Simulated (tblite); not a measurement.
Start geometry of `C=C[C@@H](CS)C1=C[SiH2]C1` from a force field or distance geometry (Å):
```
atom  x, y, z in Å
C1     2.3283   -1.7078   -1.1239
C2     1.4234   -0.7027   -1.2057
C3     0.9927    0.1261   -0.0150
C4     1.3725    1.6102   -0.2362
S5     1.0749    2.6320    1.2575
C6    -0.5954   -0.0594    0.1882
C7    -1.6586    0.3566   -0.5445
Si8   -2.9579   -0.3961    0.5490
C9    -1.3120   -0.8135    1.3492
H10    2.7885   -1.9836   -0.1816
H11    2.5878   -2.2741   -2.0100
H12    0.9748   -0.4786   -2.1581
H13    1.4697   -0.2413    0.9013
H14    0.8222    2.0444   -1.0650
H15    2.4371    1.6905   -0.4618
H16   -0.2566    2.4612    1.2945
H17   -1.7330    0.9251   -1.4608
H18   -3.7932    0.6085    1.2460
H19   -3.6782   -1.5310   -0.0919
H20   -1.1831   -0.3728    2.3502
H21   -1.1129   -1.8768    1.4181
```

**Question.** What comes out of this run: GFN2-xTB geometry optimisation, gas phase in tblite?

**Answer.** 
```
atom  x, y, z in Å
C1     2.2001   -1.7362   -1.0548
C2     1.3896   -0.7004   -1.1581
C3     0.9312    0.1311    0.0075
C4     1.2992    1.5967   -0.2386
S5     0.8934    2.6591    1.1884
C6    -0.5495   -0.0440    0.1698
C7    -1.5720    0.4234   -0.5616
Si8   -2.8996   -0.3590    0.5247
C9    -1.1911   -0.8451    1.2751
H10    2.6032   -2.0482   -0.1049
H11    2.4968   -2.3167   -1.9118
H12    0.9863   -0.4031   -2.1172
H13    1.4329   -0.2122    0.9184
H14    0.7822    1.9946   -1.1116
H15    2.3750    1.7040   -0.3782
H16   -0.4111    2.3879    1.1791
H17   -1.5175    1.0385   -1.4463
H18   -3.6968    0.5574    1.3384
H19   -3.7002   -1.4445   -0.0339
H20   -0.9469   -0.4684    2.2680
H21   -0.9141   -1.8980    1.2473
```

The energy falls by 9.9 kcal/mol over 90 L-BFGS steps, the largest force on an atom goes from 2.08 to 0.010 eV/Å, and the atoms move by 0.151 Å rms after alignment. The bond that changes most is C3–C6 (allylic carbon to fully substituted alkene carbon), which shortens by 0.112 Å. Bonds longer at the end by more than 0.005 Å: 4 of 21; shorter: 13. Among the angles that change most is Si8–C7–H17, from 131.6° to 138.1°. Rotational constants go from 1250, 809.9, 555.1 to 1257, 884.4, 588.8 MHz. The orientation of the end geometry is arbitrary; only internal coordinates are fixed.

Its GFN2-xTB frequencies are all real (lowest 18 cm⁻¹). One conformer, not necessarily the lowest. 3 starts were optimised and ended at 0.00, 1.61 and 2.00 kcal/mol (GFN2-xTB); the lowest of these is shown.

All values are computed, not measured.
